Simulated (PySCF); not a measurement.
**Nickel: a sound run and one with changed settings**

Sound run: Ni [Ar] 3d8 4s2, Ni⁺ [Ar] 3d9. Computed with PySCF 2.14 in cc-pVDZ-DK (6s5p3d1f, 43 functions), with the spin-free X2C one-electron Hamiltonian (Gaussian nucleus). In the sound run the correlated levels freeze [Ar]. The sound run starts from symmetry-adapted Hartree-Fock orbitals and uses a fine grid where one is needed.

Changed run: no relativity, point nucleus. This setting is unsound on purpose.

```csv
species,method,sound run (hartree),changed run (hartree),converged
Ni,UHF,-1519.09686,-1500.58373,yes
Ni,LDA,-1517.78338,-1499.27541,yes
Ni,PBE,-1520.32393,-1501.81208,yes
Ni,MP2,-1519.36999,-1500.85260,yes
Ni⁺,UHF,-1518.79618,-1500.30901,yes
Ni⁺,LDA,-1517.49778,-1499.02071,yes
Ni⁺,PBE,n/a,-1501.55498,yes
Ni⁺,MP2,-1519.11490,-1500.62442,yes
```

Ionisation energy of Ni:

| method | sound run (eV) | changed run (eV) |
| --- | --- | --- |
| UHF | 8.182 | 7.475 |
| LDA | 7.772 | 6.931 |
| PBE | n/a | 6.996 |
| MP2 | 6.941 | 6.209 |
| SCS-MP2 | 7.181 | 6.455 |

Most of the change in total energy is the relativistic energy itself. On top of that the contraction fixes the core shape for the Hamiltonian it was made with, so the changed run is not a good calculation with the other Hamiltonian either.

For comparison, NIST gives 7.640 eV between the lowest levels.
